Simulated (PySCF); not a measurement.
C₃H₅BN₂O, SMILES NB1C=CN=CO1.

Geometry: PBE-D3(BJ)/def2-SVP. This is a generated structure with no PubChem entry under its InChIKey; it may be hypothetical. One conformer was computed; it need not be the lowest.

Computed with PBE-D3(BJ)/def2-SVP (PySCF).

No scaling factor is applied to the harmonic values.

```json
[
 {"mode": "1", "ν (cm⁻¹)": "145", "IR (km/mol)": "0.4", "moving atoms (share of kinetic energy)": "N 42 %, O 25 %, C 17 %, H 11 %"},
 {"mode": "2", "ν (cm⁻¹)": "286", "IR (km/mol)": "2.7", "moving atoms (share of kinetic energy)": "C 45 %, H 30 %, O 21 %"},
 {"mode": "3", "ν (cm⁻¹)": "300", "IR (km/mol)": "3.1", "moving atoms (share of kinetic energy)": "H 34 %, N 27 %, O 15 %, C 14 %, B 11 %"},
 {"mode": "4", "ν (cm⁻¹)": "368", "IR (km/mol)": "175.2", "moving atoms (share of kinetic energy)": "H 81 %, N 18 %"},
 {"mode": "5", "ν (cm⁻¹)": "467", "IR (km/mol)": "4.2", "moving atoms (share of kinetic energy)": "N 49 %, C 17 %, O 16 %, B 12 %"},
 {"mode": "6", "ν (cm⁻¹)": "471", "IR (km/mol)": "7.0", "moving atoms (share of kinetic energy)": "H 49 %, B 22 %, N 16 %, C 12 %"},
 {"mode": "7", "ν (cm⁻¹)": "531", "IR (km/mol)": "0.5", "moving atoms (share of kinetic energy)": "H 81 %, B 9 %"},
 {"mode": "8", "ν (cm⁻¹)": "599", "IR (km/mol)": "6.5", "moving atoms (share of kinetic energy)": "C 60 %, O 21 %, N 10 %"},
 {"mode": "9", "ν (cm⁻¹)": "691", "IR (km/mol)": "30.5", "moving atoms (share of kinetic energy)": "B 44 %, C 23 %, H 12 %, N 12 %, O 9 %"},
 {"mode": "10", "ν (cm⁻¹)": "756", "IR (km/mol)": "0.8", "moving atoms (share of kinetic energy)": "C 48 %, N 18 %, O 18 %, H 14 %"},
 {"mode": "11", "ν (cm⁻¹)": "799", "IR (km/mol)": "12.2", "moving atoms (share of kinetic energy)": "H 64 %, C 24 %, N 9 %"},
 {"mode": "12", "ν (cm⁻¹)": "812", "IR (km/mol)": "0.8", "moving atoms (share of kinetic energy)": "H 62 %, N 21 %"},
 {"mode": "13", "ν (cm⁻¹)": "905", "IR (km/mol)": "16.0", "moving atoms (share of kinetic energy)": "N 44 %, O 24 %, C 23 %, H 9 %"},
 {"mode": "14", "ν (cm⁻¹)": "917", "IR (km/mol)": "0.1", "moving atoms (share of kinetic energy)": "H 66 %, C 32 %"},
 {"mode": "15", "ν (cm⁻¹)": "985", "IR (km/mol)": "0.2", "moving atoms (share of kinetic energy)": "H 71 %, C 29 %"},
 {"mode": "16", "ν (cm⁻¹)": "995", "IR (km/mol)": "2.1", "moving atoms (share of kinetic energy)": "H 44 %, C 33 %, N 18 %"},
 {"mode": "17", "ν (cm⁻¹)": "1146", "IR (km/mol)": "16.2", "moving atoms (share of kinetic energy)": "H 49 %, C 31 %, O 13 %"},
 {"mode": "18", "ν (cm⁻¹)": "1185", "IR (km/mol)": "15.8", "moving atoms (share of kinetic energy)": "B 48 %, H 27 %, C 17 %"},
 {"mode": "19", "ν (cm⁻¹)": "1245", "IR (km/mol)": "126.5", "moving atoms (share of kinetic energy)": "H 33 %, O 31 %, C 30 %"},
 {"mode": "20", "ν (cm⁻¹)": "1328", "IR (km/mol)": "70.6", "moving atoms (share of kinetic energy)": "H 39 %, B 32 %, C 21 %"},
 {"mode": "21", "ν (cm⁻¹)": "1368", "IR (km/mol)": "3.5", "moving atoms (share of kinetic energy)": "H 77 %, N 12 %"},
 {"mode": "22", "ν (cm⁻¹)": "1424", "IR (km/mol)": "47.0", "moving atoms (share of kinetic energy)": "H 48 %, C 25 %, B 24 %"},
 {"mode": "23", "ν (cm⁻¹)": "1531", "IR (km/mol)": "50.6", "moving atoms (share of kinetic energy)": "C 45 %, H 34 %, N 16 %"},
 {"mode": "24", "ν (cm⁻¹)": "1559", "IR (km/mol)": "282.4", "moving atoms (share of kinetic energy)": "C 33 %, H 26 %, N 23 %, B 17 %"},
 {"mode": "25", "ν (cm⁻¹)": "1627", "IR (km/mol)": "269.0", "moving atoms (share of kinetic energy)": "C 61 %, N 27 %"},
 {"mode": "26", "ν (cm⁻¹)": "3071", "IR (km/mol)": "26.5", "moving atoms (share of kinetic energy)": "H 92 %, C 8 %"},
 {"mode": "27", "ν (cm⁻¹)": "3095", "IR (km/mol)": "18.4", "moving atoms (share of kinetic energy)": "H 92 %, C 8 %"},
 {"mode": "28", "ν (cm⁻¹)": "3113", "IR (km/mol)": "12.1", "moving atoms (share of kinetic energy)": "H 91 %, C 9 %"},
 {"mode": "29", "ν (cm⁻¹)": "3539", "IR (km/mol)": "57.0", "moving atoms (share of kinetic energy)": "H 96 %"},
 {"mode": "30", "ν (cm⁻¹)": "3649", "IR (km/mol)": "34.6", "moving atoms (share of kinetic energy)": "H 91 %, N 9 %"}
]
```
